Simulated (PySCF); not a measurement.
How well do the runs reproduce experiment for C7H8?

**Experimental background.**

NIST CCCBDB Release 22 (SRD 101), experimental dipoles lists, for the gas: dipole moment 0.332 D.

NIST CCCBDB Release 22 (SRD 101), experimental polarizabilities lists, for the gas: mean polarisability 11.861 Å³.

The results are set against them at the end.

Compound: C₇H₈.
SMILES with atom numbers: `[CH3:1][c:2]1[cH:3][cH:4][cH:5][cH:6][cH:7]1` (hydrogens: H8, H9, H10 on C1; H11 on C3; H12 on C4; H13 on C5; H14 on C6; H15 on C7)

Geometry (GFN2-xTB, Å), atoms numbered from 1 in this order:
```xyz
15
C7H8 angstrom
C      2.196   -0.259   -0.093
C      0.709   -0.075   -0.040
C     -0.132   -1.182   -0.016
C     -1.505   -1.026    0.047
C     -2.059    0.242    0.087
C     -1.231    1.351    0.064
C      0.143    1.192    0.001
H      2.564   -0.615    0.869
H      2.465   -0.998   -0.845
H      2.697    0.677   -0.326
H      0.296   -2.174   -0.048
H     -2.145   -1.897    0.065
H     -3.131    0.365    0.135
H     -1.655    2.344    0.095
H      0.783    2.063   -0.018
```

Runs made with PySCF (gas phase, on this GFN2-xTB geometry; no spin–orbit coupling):

| level | job | basis functions | wall time |
| --- | --- | --- | --- |
| wB97X-D/def2-SVPD | 8 singlets by full TDDFT, 3 Tamm–Dancoff triplets, polarisability | 204 | 40 s |

Hardware: an x86-64 server with one thread, shared host.

## Comparison

**Dipole moment.** Measured: 0.332 D (NIST CCCBDB Release 22 (SRD 101), experimental dipoles).

```tsv
level	computed (D)	computed − measured (D)	% (from the printed values)
wB97X-D/def2-SVPD	0.390	+0.058	+17
```

The computed dipoles belong to one fixed geometry; measured ones are averaged over vibrations unless marked μe. Magnitudes are compared, not signs.

**Mean polarisability.** Measured: 11.861 Å³ (NIST CCCBDB Release 22 (SRD 101), experimental polarizabilities).

```
            level  computed (Å³)  computed − measured (Å³)  % (from the printed values)
wB97X-D/def2-SVPD         11.698                    -0.163                           -1
```

The computed values are static and purely electronic, with core orbitals frozen in the response (1 au = 0.148185 Å³). The table of measured values doesn't say here whether a value is static or optical, or holds a vibrational part.

No measured geometry was used, and the causes of the misses weren't examined.
